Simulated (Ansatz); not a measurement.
Geometry optimisation, Ansatz, RKS r2SCAN/STO-3G.

Input file:

```yaml
crystal:
  periodic: [false, false, false]
  atoms:
    - { symbol: Si, position_ang: [1.032, 2.2365, -0.3882] }
    - { symbol: C, position_ang: [1.3939, 0.4511, -0.4793] }
    - { symbol: "N", position_ang: [0.1877, -0.4204, -0.6487] }
    - { symbol: C, position_ang: [-0.3418, -0.7379, 0.6527] }
    - { symbol: Si, position_ang: [-1.9572, -1.8045, 0.3983] }
    - { symbol: H, position_ang: [2.2377, 3.0886, -0.2908] }
    - { symbol: H, position_ang: [0.2895, 2.7364, -1.616] }
    - { symbol: H, position_ang: [0.1917, 2.6023, 0.7911] }
    - { symbol: H, position_ang: [2.0342, 0.3308, -1.3206] }
    - { symbol: H, position_ang: [2.0042, 0.1496, 0.4067] }
    - { symbol: H, position_ang: [0.5164, -1.2927, -1.0552] }
    - { symbol: H, position_ang: [0.308, -1.2902, 1.3074] }
    - { symbol: H, position_ang: [-0.7608, 0.1884, 1.1715] }
    - { symbol: H, position_ang: [-3.10183, -1.11549, 0.96027] }
    - { symbol: H, position_ang: [-2.22584, -1.97187, -1.07757] }
    - { symbol: H, position_ang: [-1.80199, -3.159, 0.99095] }
basis:
  gaussian: { orbitals: STO-3G }
hamiltonian:
  xc: r2scan
relax:
  f_tol: 0.015
  max_steps: 40
```

Command:

```bash
$ ansatz run input.yaml --threads 1 --pin off --max-ram 2048MiB --backend cpu --events-out ev --progress --plain --runs-dir out
```

Task: Where does it end, and by what steps?

Result: The run converged. The force dipped under the threshold on the way, but the program's further checks kept it going. Limits of this set-up: minimal basis. After 22 steps the energy has fallen by 0.737 eV; H16 moved furthest, 1.03 Å.

```json
{"step": "0", "energy less start (eV)": "0.0000", "largest force component (eV/Å)": "4.543", "accepted": "yes"}
{"step": "1", "energy less start (eV)": "-0.5916", "largest force component (eV/Å)": "1.141", "accepted": "yes"}
{"step": "2", "energy less start (eV)": "-0.6577", "largest force component (eV/Å)": "0.412", "accepted": "yes"}
{"step": "3", "energy less start (eV)": "-0.6698", "largest force component (eV/Å)": "0.122", "accepted": "yes"}
{"step": "4", "energy less start (eV)": "-0.6741", "largest force component (eV/Å)": "0.094", "accepted": "yes"}
{"step": "5", "energy less start (eV)": "-0.6787", "largest force component (eV/Å)": "0.186", "accepted": "yes"}
{"step": "6", "energy less start (eV)": "-0.6822", "largest force component (eV/Å)": "0.319", "accepted": "yes"}
{"step": "7", "energy less start (eV)": "-0.6891", "largest force component (eV/Å)": "0.143", "accepted": "yes"}
{"step": "8", "energy less start (eV)": "-0.7046", "largest force component (eV/Å)": "0.130", "accepted": "yes"}
{"step": "9", "energy less start (eV)": "-0.7095", "largest force component (eV/Å)": "0.360", "accepted": "yes"}
{"step": "10", "energy less start (eV)": "-0.7205", "largest force component (eV/Å)": "0.148", "accepted": "yes"}
{"step": "11", "energy less start (eV)": "-0.7290", "largest force component (eV/Å)": "0.018", "accepted": "yes"}
{"step": "12", "energy less start (eV)": "-0.7285", "largest force component (eV/Å)": "0.306", "accepted": "no"}
{"step": "13", "energy less start (eV)": "-0.7323", "largest force component (eV/Å)": "0.057", "accepted": "yes"}
{"step": "14", "energy less start (eV)": "-0.7342", "largest force component (eV/Å)": "0.074", "accepted": "yes"}
{"step": "15", "energy less start (eV)": "-0.7353", "largest force component (eV/Å)": "0.068", "accepted": "yes"}
{"step": "16", "energy less start (eV)": "-0.7363", "largest force component (eV/Å)": "0.029", "accepted": "yes"}
{"step": "17", "energy less start (eV)": "-0.7368", "largest force component (eV/Å)": "0.022", "accepted": "yes"}
{"step": "18", "energy less start (eV)": "-0.7370", "largest force component (eV/Å)": "0.023", "accepted": "yes"}
{"step": "19", "energy less start (eV)": "-0.7371", "largest force component (eV/Å)": "0.013", "accepted": "yes"}
{"step": "20", "energy less start (eV)": "-0.7372", "largest force component (eV/Å)": "0.008", "accepted": "yes"}
{"step": "21", "energy less start (eV)": "-0.7372", "largest force component (eV/Å)": "0.008", "accepted": "yes"}
{"step": "22", "energy less start (eV)": "-0.7373", "largest force component (eV/Å)": "0.006", "accepted": "yes"}
```

```xyz
16
Properties=species:S:1:pos:R:3
Si 1.045 2.222 -0.423
C 1.503 0.389 -0.383
N 0.305 -0.516 -0.664
C -0.592 -0.552 0.567
Si -1.984 -1.802 0.321
H 2.265 2.998 -0.461
H 0.257 2.520 -1.597
H 0.302 2.602 0.758
H 2.236 0.188 -1.183
H 2.001 0.139 0.577
H 0.734 -1.490 -0.687
H -0.026 -0.769 1.497
H -1.016 0.458 0.689
H -2.773 -1.889 1.530
H -2.835 -1.404 -0.776
H -1.416 -3.101 0.038
```

Whether the end is a true minimum wasn't checked by a vibrational analysis.

Time of the run: 2.2 min on 1 thread of Intel(R) Xeon(R) Processor @ 2.70GHz (shared host), peak memory 0.17 GiB.
